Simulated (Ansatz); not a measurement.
Geometry optimisation, RKS LDA/def2-SVP in Ansatz.

input.yaml

```yaml
crystal:
  periodic: [false, false, false]
  atoms:
    - { symbol: Si, position_ang: [0.0, 0.0, 0.0] }
    - { symbol: Si, position_ang: [0.0, 0.0, 2.57] }
    - { symbol: H, position_ang: [-1.3148, -0.4067, 3.0574] }
    - { symbol: H, position_ang: [1.0096, -0.9353, 3.0574] }
    - { symbol: H, position_ang: [0.3052, 1.342, 3.0574] }
    - { symbol: H, position_ang: [1.3768, 0.0, -0.4862] }
    - { symbol: "N", position_ang: [-0.8572, 1.4851, -0.6061] }
    - { symbol: H, position_ang: [-1.8773, 1.43, -0.8888] }
    - { symbol: H, position_ang: [-0.3367, 2.4058, -0.6766] }
    - { symbol: H, position_ang: [-0.6877, -1.1914, -0.4862] }
    - { symbol: F, position_ang: [-1.7936, 0.0, 0.596] }
    - { symbol: H, position_ang: [-1.3834, 0.0, 1.7088] }
basis:
  gaussian: { orbitals: def2-SVP }
hamiltonian:
  xc: lda
relax:
  f_tol: 0.15
  max_steps: 25
  restrain:
    - { distance: [0, 10], at: 1.59, k: 30.0 }
    - { distance: [11, 1], at: 1.46, k: 30.0 }
    - { distance: [0, 1], at: 3.42, k: 30.0 }
    - { distance: [11, 10], at: 2.12, k: 30.0 }
```

Run as:

```bash
$ ansatz run input.yaml --threads 2 --pin off --max-ram 3072MiB --backend cpu --events-out ev --progress --plain --runs-dir out
```

Where does it end, and by what steps?

The run converged. The restraints hold the end off the free minimum. After 20 steps the energy has fallen by 4.055 eV (the restraints' own energy left out); H3 moved furthest, 1.62 Å.

```
step  energy less start (eV)  largest force component (eV/Å)  accepted
   0                  0.0000                           3.727       yes
   1                  0.5649                           2.548       yes
   2                  0.7346                           2.515       yes
   3                 -0.5525                           2.436       yes
   4                 -1.6190                           1.664       yes
   5                 -2.3660                           1.109       yes
   6                 -2.8685                           1.156       yes
   7                 -3.1679                           1.080       yes
   8                 -3.4076                           1.236       yes
   9                 -3.5981                           1.296       yes
  10                 -3.7203                           1.136       yes
  11                 -3.8383                           0.834       yes
  12                 -3.9016                           0.686       yes
  13                 -3.9482                           0.614       yes
  14                 -3.9814                           0.575       yes
  15                 -3.9728                           1.268        no
  16                 -4.0018                           0.549       yes
  17                 -4.0175                           0.583       yes
  18                 -4.0355                           0.608       yes
  19                 -4.0452                           0.654       yes
  20                 -4.0554                           0.619       yes
```

```xyz
12
Properties=species:S:1:pos:R:3
Si -0.511 -0.175 -0.525
Si -0.245 0.163 2.871
H -0.745 0.546 4.240
H 0.853 -0.857 3.001
H 0.334 1.398 2.223
H 0.633 -0.602 0.346
N -0.637 1.520 -0.515
H -1.162 2.025 -1.233
H -0.558 2.047 0.360
H -0.363 -0.632 -1.945
F -1.816 -0.935 0.043
H -1.343 -0.368 2.038
```

Run time: 27 s on 2 threads of Arm Neoverse V2 (shared host), peak memory 0.13 GiB.
